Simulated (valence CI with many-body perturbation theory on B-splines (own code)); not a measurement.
The numbers below are computed, except where a source is named.
# Ge XIX: magnetic and hyperfine properties of the levels

Method: configuration interaction combined with many-body perturbation theory (CI+MBPT): four valence electrons over a frozen Dirac-Fock core [Ne], a basis of 11 s, 11 p, 9 d, 7 f, 5 g, 2 h, 1 i functions for each j, with the one-electron correlation potential Σ1 (screened to all orders), the two-electron term Σ2, the three-electron term Σ3, Breit, model QED; selected single and double excitations, second order for the rest (own B-spline code, finite nucleus).

No measured spectrum was set against this ion. As an estimate, levels of excited configurations hold to 0.05 to 0.15 % of their energy, terms of the ground configuration to about 0.5 %.

A/g_I is the dipole constant over the nuclear g factor μ/I (μ in nuclear magnetons, uniformly magnetised nucleus), B/Q the quadrupole constant per barn. Both hold the static response of the core; the bare values leave it out. Large factors of s and p1/2 electrons are usually good to 5 to 10 %; those of open d and f shells near neutrality can be off by tens of per cent, and small factors of p3/2, d and f electrons come from cancelling terms and can be off by a factor of two or in sign, in half-filled shells by more. B is blank for J = 1/2, where it vanishes, and for nearly pure S terms. Energies count from the lowest level. Levels with J = 0 are left out.

Names give the largest LS component (configuration and term), which can be under half, so a name can repeat, a term be missing and a line seem to break the LS rules; names also repeat where a configuration has a term twice.

| Level | E (cm⁻¹) | g | A/g_I (MHz) | A/g_I bare | B/Q (MHz/b) | B/Q bare |
| --- | --- | --- | --- | --- | --- | --- |
| 3s2 3p2 3P_1 | 34073 | 1.500 | -536 | -80.2 | 9430 | 9100 |
| 3s2 3p2 3P_2 | 53459 | 1.357 | 18800 | 18300 | -3450 | -3320 |
| 3s2 3p2 1D_2 | 108760 | 1.141 | 13500 | 13200 | 22200 | 21400 |
| 3s 3p3 5S°_2 | 349370 | 1.972 | 47200 | 46000 |  |  |
| 3s 3p3 3D°_1 | 444360 | 0.619 | -24800 | -23600 | 11900 | 11500 |
| 3s 3p3 3D°_2 | 446270 | 1.227 | 30500 | 29400 | 20300 | 19600 |
| 3s 3p3 3D°_3 | 459480 | 1.332 | 43000 | 41400 | -2090 | -1990 |
| 3s 3p3 3P°_1 | 516160 | 1.402 | 54800 | 52700 | -12800 | -12300 |
| 3s 3p3 3P°_2 | 517970 | 1.343 | 28700 | 27900 | -19300 | -18600 |
| 3s 3p3 1D°_2 | 563960 | 1.109 | 27400 | 26400 | -8370 | -8020 |
| 3s 3p3 3S°_1 | 618150 | 1.660 | -15400 | -13600 | 244 | 243 |
| 3s2 3p 3d 3F°_2 | 628400 | 0.686 | 14600 | 14200 | 12900 | 12700 |
| 3s2 3p 3d 3F°_3 | 647230 | 1.087 | 9780 | 9710 | 13300 | 13200 |
| 3s 3p3 1P°_1 | 674790 | 1.311 | -7710 | -6670 | 316 | 315 |
| 3s2 3p 3d 3F°_4 | 679650 | 1.249 | 5150 | 5310 | 22600 | 22200 |
| 3s2 3p 3d 3P°_2 | 704490 | 1.292 | 3780 | 4070 | 4140 | 4200 |
| 3s2 3p 3d 3D°_1 | 716330 | 0.865 | -10200 | -9290 | 3340 | 3350 |
| 3s2 3p 3d 1D°_2 | 741300 | 1.073 | 3720 | 3920 | -3370 | -3130 |
| 3s2 3p 3d 3P°_1 | 752810 | 1.150 | 6550 | 6760 | -10100 | -9880 |
| 3s2 3p 3d 3D°_3 | 752860 | 1.313 | 9660 | 9720 | -9350 | -8870 |
| 3s2 3p 3d 3D°_2 | 759500 | 1.288 | 12300 | 12200 | -13700 | -13200 |
| 3s2 3p 3d 1F°_3 | 817260 | 1.013 | 7320 | 7280 | 20700 | 20400 |
| 3s2 3p 3d 1P°_1 | 839720 | 0.985 | -1460 | -1050 | 2950 | 2970 |
| 3p4 3P_2 | 898760 | 1.404 | 15100 | 15100 | 2490 | 2460 |
| 3s 3p2 3d 5F_1 | 932310 | 0.277 | -26300 | -25100 | -373 | -252 |
| 3p4 3P_1 | 939390 | 1.276 | 2840 | 3320 | -5560 | -5380 |
| 3s 3p2 3d 5F_2 | 939960 | 1.046 | 8580 | 8620 | 4130 | 4120 |
| 3s 3p2 3d 5F_3 | 951010 | 1.284 | 17900 | 17700 | 7260 | 7240 |
| 3p4 1D_2 | 955040 | 1.093 | 21100 | 20500 | -24700 | -23900 |
| 3s 3p2 3d 5F_4 | 967660 | 1.361 | 20900 | 20500 | 5110 | 5240 |
| 3s 3p2 3d 5D_1 | 980160 | 1.461 | 25900 | 25400 | -9760 | -9520 |
| 3s 3p2 3d 5D_2 | 981710 | 1.414 | 25100 | 24600 | -11500 | -11200 |
| 3s 3p2 3d 5D_3 | 984500 | 1.415 | 28200 | 27500 | -9180 | -8800 |
| 3s 3p2 3d 5F_5 | 986990 | 1.392 | 25000 | 24400 | -14200 | -13300 |

Problem. Take the isotope of mass number 73, with I = 9/2, μ = -0.87824 μN and Q = -0.196 b. What is the hyperfine structure of 3s2 3p2 1D_2?

Solution. From the table A = -2640 MHz, B = -4350 MHz. Shifts from the centre of gravity in MHz: F = 5/2: 27000, F = 7/2: 19700, F = 9/2: 9190, F = 11/2: -5330, F = 13/2: -24800.
